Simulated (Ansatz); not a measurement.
One geometry of the cluster Ga₅F, several levels of theory.

```yaml
crystal:
  periodic: [false, false, false]
  atoms:
    - {symbol: Ga, position_ang: [0.867025, 0.346310, 2.398221]}
    - {symbol: Ga, position_ang: [0.813501, 0.621912, -0.507430]}
    - {symbol: Ga, position_ang: [-0.921691, -0.761046, 1.190648]}
    - {symbol: Ga, position_ang: [-1.017116, -0.549832, -1.485901]}
    - {symbol: Ga, position_ang: [2.505327, 1.633498, 0.934647]}
    - {symbol: F, position_ang: [-2.247047, -1.290852, -2.530196]}
basis:
  gaussian: {orbitals: def2-SVP, initial_orbitals: start.molden}
hamiltonian: {xc: pbe0, dispersion: d4}
scf: {omitted_lower_state_checks: [starts]}
output: {orbitals: {seedname: orbitals}}
```

The file start.molden holds the orbitals of an earlier run on this structure, at another level or in another basis.

```sh
$ ansatz run in.yaml --threads 4 --pin off --events-out ev --progress --plain --max-ram 4787MiB
```

It prints (some lines left out):

```
Functional definition: PBE0
1722 factors; integrals over basis functions are off by at most 4.8e-4 eV
mean field evaluation 1: about -264536.4695 eV, gradient 6.8e0 eV
mean field evaluation 2: about -264536.5464 eV, gradient 6.7e-2 eV
mean field evaluation 4: about -264536.5544 eV, gradient 7.6e-5 eV
mean field -264536.55438903 eV, -9721.5390644801 hartree, gradient 2.1e-5 eV, S^2 0.000000; 0 other end points of the search recorded, 0 dependent functions left out
reference -264536.55441743 eV, -9721.5390655238 hartree; 82, 82 occupied and 92, 92 virtual orbitals, 1722 factors
Total energy: -264536.82678969 eV, -9721.5490750196 hartree
Checks for a lower state left out: starts
```

It took 5.5 s on 4 threads of Arm Neoverse V2 on a shared host, peak host memory 0.65 GiB.

As the first input, with `gaussian: {orbitals: def2-TZVP, initial_orbitals: start.molden}`, `hamiltonian: {xc: {name: B3LYP}, dispersion: d4}` (abridged; 13 s):

```
Functional definition: B3LYP
mean field -264617.18371180 eV, -9724.5021374394 hartree, gradient 1.6e-5 eV, S^2 0.000000
Total energy: -264617.70824854 eV, -9724.5214138092 hartree
Checks for a lower state left out: starts
```

The first input with `gaussian: {orbitals: def2-TZVP, initial_orbitals: start.molden}`, `hamiltonian: {xc: {name: PBE-QIDH}}` and without the key `output` (abridged; 18 s):

```
Functional definition: PBE-QIDH
mean field -264512.43764960 eV, -9720.6527906529 hartree, gradient 2.7e-6 eV, S^2 0.000000; unrestricted orbitals would lower it
46 core orbitals not correlated: weight in the atoms' cores, before any rotation towards them, 1.000 or more for the frozen orbitals, at most 0.000 for the correlated occupied ones
second order -43.36975246 eV of doubles, -0.00000000 eV of singles
Total energy: -264526.89424559 eV, -9721.1840607565 hartree
Checks for a lower state left out: starts
```

The first input with `gaussian: {orbitals: def2-TZVP, initial_orbitals: start.molden}`, `hamiltonian: {xc: r2scan, dispersion: d4}` (abridged; 11 s):

```
Functional definition: r2SCAN
mean field -264608.09369107 eV, -9724.1680853390 hartree, gradient 2.2e-5 eV, S^2 0.000000
Total energy: -264608.15219975 eV, -9724.1702354935 hartree
Checks for a lower state left out: starts
```

The first input with `correlation: {method: ccsd_t}` and without the key `hamiltonian` (abridged; 2.2 min):

```
Functional definition: HF
mean field evaluation 16: about -264339.6031 eV, gradient 6.4e-1 eV
mean field evaluation 32: about -264339.6081 eV, gradient 2.8e-3 eV
mean field evaluation 64: about -264339.3081 eV, gradient 4.3e-3 eV
mean field evaluation 96: about -264339.2549 eV, gradient 7.3e-1 eV
mean field -264341.71236726 eV, -9714.3787522488 hartree, gradient 6.6e-6 eV, S^2 0.000000; 2 other end points of the search recorded, 0 dependent functions left out; unrestricted orbitals would lower it
determinant -264341.71236726 eV, -9714.3787522488 hartree, with singles and doubles -264374.26011465 eV, -9715.5748599038 hartree
determinant -264339.60807804 eV, -9714.3014210464 hartree, with singles and doubles -264371.49632095 eV, -9715.4732923584 hartree
determinant -264339.30809697 eV, -9714.2903969451 hartree, with singles and doubles -264371.74811977 eV, -9715.4825457946 hartree
46 core orbitals not correlated: weight in the atoms' cores, before any rotation towards them, 1.000 or more for the frozen orbitals, at most 0.000 for the correlated occupied ones
second order -34.43377757 eV of doubles, -0.00000000 eV of singles
cycle   1  -32.55331200 eV  change   -5.6e-3 eV  update   7.2e-3
cycle   2  -32.55349524 eV  change   -1.8e-4 eV  update   5.2e-3
cycle   3  -32.54911427 eV  change    4.4e-3 eV  update   4.5e-3
cycle   4  -32.55163563 eV  change   -2.5e-3 eV  update   1.5e-3
cycle   5  -32.55642727 eV  change   -4.8e-3 eV  update   6.9e-4
cycle   6  -32.55567239 eV  change    7.5e-4 eV  update   2.7e-4
cycle   7  -32.55537502 eV  change    3.0e-4 eV  update   1.7e-4
cycle   8  -32.55555780 eV  change   -1.8e-4 eV  update   9.5e-5
cycle   9  -32.55545866 eV  change    9.9e-5 eV  update   3.3e-5
cycle  10  -32.55541510 eV  change    4.4e-5 eV  update   1.5e-5
perturbative correction -1.77048518 eV, -0.0650641302 hartree
Total energy: -264376.03826753 eV, -9715.6402058169 hartree
Checks for a lower state left out: starts
```

The first input with `hamiltonian: {xc: pbe, dispersion: d4}` (abridged; 2.5 s):

```
Functional definition: PBE
mean field -264532.07092137 eV, -9721.3743000827 hartree, gradient 8.8e-6 eV, S^2 0.000000
Total energy: -264532.38401251 eV, -9721.3858059698 hartree
Checks for a lower state left out: starts
```

As the first input, with `gaussian: {orbitals: STO-3G}`, `hamiltonian: {xc: hf}` (abridged; 6.5 s):

```
Functional definition: HF
mean field evaluation 16: about -261294.2167 eV, gradient 2.1e-1 eV
mean field evaluation 32: about -261294.3776 eV, gradient 5.0e-1 eV
mean field -261294.37865610 eV, -9602.3913039204 hartree, gradient 1.7e-5 eV, S^2 0.000000
Total energy: -261294.37865610 eV, -9602.3913039204 hartree
Checks for a lower state left out: starts
```

Geometry: PBE-D4/def2-SVP.

B3LYP takes the VWN-RPA correlation. Correlated methods freeze 46 core orbitals; core or outer-core shells of Ga are correlated, in sets that lack core-valence functions. The restricted singlet is unstable towards broken spin symmetry at other levels; at PBE0-D4/def2-SVP, B3LYP-D4/def2-TZVP, r2SCAN-D4/def2-TZVP, PBE-D4/def2-SVP this wasn't settled. At PBE-QIDH/def2-TZVP, CCSD(T)/def2-SVP the restricted singlet (for correlated methods, its reference) is unstable: a solution with broken spin symmetry lies lower. At CCSD(T)/def2-SVP T1 of the charge 0 singlet is large (up to 0.021), so the single-reference result is doubtful. The restricted singlet is unstable towards broken spin symmetry in Hartree–Fock (as tested in another run); at HF/STO-3G this wasn't settled. Another isomer (singlet) lies 0.19 eV lower at PBE0-D4/def2-TZVP; other spin states weren't run for this one.
